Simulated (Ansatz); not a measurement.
Cost and result up the ladder for BiMe2H (C2H7Bi) (10 atoms). The state is a singlet with charge 0. Geometry: PBE-D4/def2-SVP.

```tsv
atom	x (Å)	y (Å)	z (Å)
Bi1	0.8729	-1.1285	0.0448
C2	1.2286	1.1405	-0.1379
C3	-1.3628	-0.8374	0.5192
H4	1.2426	1.5744	0.8800
H5	0.4139	1.5945	-0.7313
H6	2.2027	1.3211	-0.6306
H7	-1.8961	-1.7959	0.3745
H8	-1.7837	-0.0650	-0.1504
H9	-1.4578	-0.5167	1.5741
H10	0.5397	-1.2869	-1.7424
```

Ansatz on 2 threads of Intel Xeon Platinum 8559C on a shared host. Times are rough, and most runs start from the orbitals of an earlier one. CAM-B3LYP-D4/def2-TZVP serves as the yardstick here, not as an exact answer. Differences are given only for rows in sets of like size (and for xTB, whose basis is part of the method), since another set adds its own error. Binding counts from free atoms at the same level (Bi quartet, C triplet, H doublet; other spins of the atoms weren't run), without zero-point energy or a counterpoise term.

In the def2 sets Bi takes a core potential; there is no spin–orbit coupling. LC-ωPBE has ω = 0.4 bohr⁻¹. Correlated methods freeze 6 core orbitals; core or outer-core shells of Bi are correlated, in sets that lack core-valence functions.

Correlated methods converge slowly with the basis.

```csv
level,functions,wall time,binding energy per atom (eV),difference from CAM-B3LYP-D4/def2-TZVP (eV)
PBE-D4/def2-SVP,89,0.65 s,3.41,–
PBE0-D4/def2-SVP,89,0.8 s,3.36,–
PBE0-D4/def2-TZVP,154,1.4 s,3.36,-0.02
PBE-D4/def2-TZVP (with forces),154,1.4 s,3.42,0.04
LC-ωPBE/def2-TZVP,154,1.6 s,3.30,-0.08
CAM-B3LYP-D4/def2-TZVP,154,1.8 s,3.38,0.00
r2SCAN-D4/def2-TZVP,154,1.9 s,3.35,-0.02
r2SCAN0-D4/def2-TZVP,154,2.1 s,3.31,-0.07
CCSD(T)/def2-TZVP,154,21 s,3.23,-0.14
```
